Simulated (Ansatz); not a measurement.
`[NH2][GeH]([Br])[Br]` + H₂ → `[Br][GeH2][Br]` + NH₃ at 700 K and 1 bar (hydrogenolysis of a Ge–N bond).

Isolated molecules relaxed with PBE0-D4/def2-TZVP in Ansatz; ΔE leaves out vibrations. CCSD(T)/CBS adds triple-zeta CCSD(T) − MP2 to the extrapolated MP2 energy (def2 sets, frozen cores). This one scheme is used for every species. For Br, Ge outer-core shells are correlated without core-valence functions, which leaves a few kJ/mol of doubt a bond. Scalar relativity is left out up to krypton. Each species was taken in one conformer, which may not be the lowest.

```tsv
species	CCSD(T)/CBS energy (Eh)	H − E (kJ/mol)	S (J/(mol·K))
`[NH2][GeH]([Br])[Br]`	-7279.36054	159.9	460.3
H₂	-1.17544	46.8	155.3
`[Br][GeH2][Br]`	-7224.02757	95.0	392.9
NH₃	-56.50880	116.9	226.5
```

H − E and S are ideal-gas, rigid-rotor, harmonic terms from PBE0-D4/def2-TZVP, for one conformer and one mirror image of each species. For small species the MP2-based limit differs from directly extrapolated CCSD(T) by up to some mEh (0.8 for H₂); such offsets cancel only in part. 1 Eh = 2625.50 kJ/mol, R = 8.31446 J/(mol·K).

By hand: ΔE, ΔH, ΔS and ΔG.

ΔE = (-7224.02757) + (-56.50880) − (-7279.36054) − (-1.17544) = -0.00039 Eh = -1.0 kJ/mol. Δ(H − E) = 95.0 + 116.9 − 159.9 − 46.8 = 5.2, so ΔH = 4.2 kJ/mol. ΔS = 392.9 + 226.5 − 460.3 − 155.3 = 3.8 J/(mol·K). ΔG = 4.2 − 700 × (3.8)/1000 = 1.5 kJ/mol.

By hand: the equilibrium constant, and the temperature at which ΔG would vanish if ΔH and ΔS stayed fixed.

log₁₀ K = −ΔG/(RT ln 10) = -0.1. ΔG = 0 at ΔH/ΔS = 1105 K, though so small a ΔH makes that figure unsure.

TΔS isn't small against ΔH here. The sign of ΔG lies within the doubt. A doubt of 5 kJ/mol in ΔE shifts log₁₀ K by 0.4 here. Other conformers and mirror images would add mixing entropy, several J/(mol·K) or more a flexible species. These are equilibria of isolated gas molecules and say nothing of rates. Largest T1 diagnostic: 0.009 (customary marks: 0.02 for closed shells, 0.045 for open ones).
